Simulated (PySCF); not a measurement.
PySCF input (M06-2X/6-31G* (5d)):

```python
from pyscf import gto, dft

mol = gto.M(
    atom='''
    C    -0.00000000   -0.00000000   -2.03845764
    C    -0.00000000   -0.00000000   -0.79131676
    C     0.00000000    0.00000000    0.56764548
    C     0.00000000    0.00000000    1.78765060
    H     0.00000000    0.00000000    2.84686993
    ''',
    basis='6-31g*',
    charge=-1,
    spin=0,
    verbose=4,
)

mf = dft.RKS(mol, xc='m062x')
mf.grids.level = 4
mf.conv_tol = 1e-9
mf.max_cycle = 100
mf.max_memory = 1500
mf.kernel()
if not mf.converged:
    mf = mf.newton()
    mf.kernel(mf.make_rdm1())
mf.dip_moment()
```

Output:

```
PySCF version 2.14.0

[INPUT] verbose = 4
[INPUT] num. atoms = 5
[INPUT] num. electrons = 26
[INPUT] charge = -1
[INPUT] spin (= nelec alpha-beta = 2S) = 0
[INPUT] symmetry False subgroup None
[INPUT] Mole.unit = angstrom
[INPUT] Symbol           X                Y                Z      unit          X                Y                Z       unit  Magmom
[INPUT]  1 C      0.000000000000   0.000000000000  -2.038457640000 AA    0.000000000000   0.000000000000  -3.852126656127 Bohr   0.0
[INPUT]  2 C      0.000000000000   0.000000000000  -0.791316760000 AA    0.000000000000   0.000000000000  -1.495371954178 Bohr   0.0
[INPUT]  3 C      0.000000000000   0.000000000000   0.567645480000 AA    0.000000000000   0.000000000000   1.072694493047 Bohr   0.0
[INPUT]  4 C      0.000000000000   0.000000000000   1.787650600000 AA    0.000000000000   0.000000000000   3.378170040414 Bohr   0.0
[INPUT]  5 H      0.000000000000   0.000000000000   2.846869930000 AA    0.000000000000   0.000000000000   5.379804479960 Bohr   0.0

nuclear repulsion = 70.4975736541536
number of shells = 26
number of NR pGTOs = 112
number of NR cGTOs = 58
basis = 6-31g*
ecp = {}

******** <class 'pyscf.dft.rks.RKS'> ********
method = RKS
initial guess = minao
damping factor = 0
level_shift factor = 0
DIIS = <class 'pyscf.scf.diis.CDIIS'>
diis_start_cycle = 1
diis_space = 8
diis_damp = 0
SCF conv_tol = 1e-09
SCF conv_tol_grad = None
SCF max_cycles = 100
direct_scf = True
direct_scf_tol = 1e-13
XC library pyscf.dft.libxc version 7.1.2
    S. Lehtola, C. Steigemann, M. J. T. Oliveira, and M. A. L. Marques,  SoftwareX 7, 1–5 (2018)
XC functionals = m062x
    Y. Zhao and D. G. Truhlar,  Theor. Chem. Acc. 120, 215 (2008)
    Y. Zhao and D. G. Truhlar,  Theor. Chem. Acc. 120, 215 (2008)
radial grids:
    Treutler-Ahlrichs [JCP 102, 346 (1995); DOI:10.1063/1.469408] (M4) radial grids

becke partition: Becke, JCP 88, 2547 (1988); DOI:10.1063/1.454033
pruning grids: <function nwchem_prune>
grids dens level: 4
symmetrized grids: False
atomic radii adjust function: <function treutler_atomic_radii_adjust>
small_rho_cutoff = 0
Set gradient conv threshold to 3.16228e-05
Initial guess from minao.
tot grids = 130144
init E= -153.344855345576
  HOMO = -0.274520946927024  LUMO = -0.0491558691300129  gap/eV = 6.13250
cycle= 1 E= -152.739575365715  delta_E= 0.605  |g|= 0.42  |ddm|= 4.66
  HOMO = 0.043154775089012  LUMO = 0.276045661204528  gap/eV = 6.33728
cycle= 2 E= -152.729529911321  delta_E= 0.01  |g|= 0.469  |ddm|= 3.57
  HOMO = -0.0436586943722725  LUMO = 0.264123619548939  gap/eV = 8.37518
cycle= 3 E= -152.797461451011  delta_E= -0.0679  |g|= 0.141  |ddm|=  1.6
  HOMO = -0.0598934785292315  LUMO = 0.250053217847758  gap/eV = 8.43408
cycle= 4 E= -152.803378741828  delta_E= -0.00592  |g|= 0.0264  |ddm|= 0.324
  HOMO = -0.0580441694825013  LUMO = 0.252581738448322  gap/eV = 8.45256
cycle= 5 E= -152.803542746575  delta_E= -0.000164  |g|= 0.0104  |ddm|= 0.0834
  HOMO = -0.0584594317639932  LUMO = 0.252960590766331  gap/eV = 8.47417
cycle= 6 E= -152.803567855905  delta_E= -2.51e-05  |g|= 0.0035  |ddm|= 0.0134
  HOMO = -0.058353623479445  LUMO = 0.253083847726764  gap/eV = 8.47465
cycle= 7 E= -152.803570664693  delta_E= -2.81e-06  |g|= 0.00133  |ddm|= 0.00626
  HOMO = -0.0583395693846009  LUMO = 0.253041833652488  gap/eV = 8.47312
cycle= 8 E= -152.803571101459  delta_E= -4.37e-07  |g|= 0.000102  |ddm|= 0.00224
  HOMO = -0.0583398273541243  LUMO = 0.253046777930938  gap/eV = 8.47326
cycle= 9 E= -152.803571105509  delta_E= -4.05e-09  |g|= 1.05e-05  |ddm|= 0.000508
  HOMO = -0.0583402570771384  LUMO = 0.253047323180224  gap/eV = 8.47329
cycle= 10 E= -152.80357110554  delta_E= -3.09e-11  |g|= 8.77e-07  |ddm|= 6.51e-05
  HOMO = -0.0583404039513574  LUMO = 0.253047220384023  gap/eV = 8.47329
Extra cycle  E= -152.80357110554  delta_E= -1.14e-13  |g|= 6.75e-07  |ddm|= 1.17e-05
converged SCF energy = -152.80357110554

WARN: System has nonzero charge -1; the dipole moment is origin-dependent.
Location of origin: [0. 0. 0.]

Dipole moment(X, Y, Z, Debye):  0.00000,  0.00000,  5.53017
```

The dipole moment of an ion depends on the origin.

The geometry given is a B3LYP-D3(BJ)/def2-TZVP minimum.
